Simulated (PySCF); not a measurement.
## Vibration and rotation of WF

PBE0 constants of WF, ⁶Σ⁺ (sextet), unpaired electrons σ ↑, π ↑↑, δ ↑↑ (W cc-pVDZ-PP with ECP60, F cc-pVDZ; scalar-relativistic core potentials (PySCF 2.14); masses 183.9509 and 18.9984 u):

* ωe: 663.9 cm⁻¹
* ωexe: 2.74 cm⁻¹
* Be: 0.27419 cm⁻¹
* αe: 0.00152 cm⁻¹
* D (centrifugal): 1.87e-07 cm⁻¹

(1) Give the vibrational terms G(v) and spacings up to v = 6.

De is left out where the level can put another filling of the metal’s s and d shells below the measured ground configuration, by anything from nothing to about 1 eV. Spin–orbit coupling is left out, which matters for elements this heavy, above all for dissociation energies. The state is the lowest single determinant that the PBE0 search found; with open d or f shells the true ground state can be another one.

Answers

(1) G(v) = ωe(v+½) − ωexe(v+½)².

```
v  G(v) (cm⁻¹)  G(v) − G(v−1)  Bv (cm⁻¹)
0          331                    0.2734
1          990            658     0.2719
2         1643            653     0.2704
3         2290            647     0.2689
4         2932            642     0.2673
5         3569            636     0.2658
6         4200            631     0.2643
```
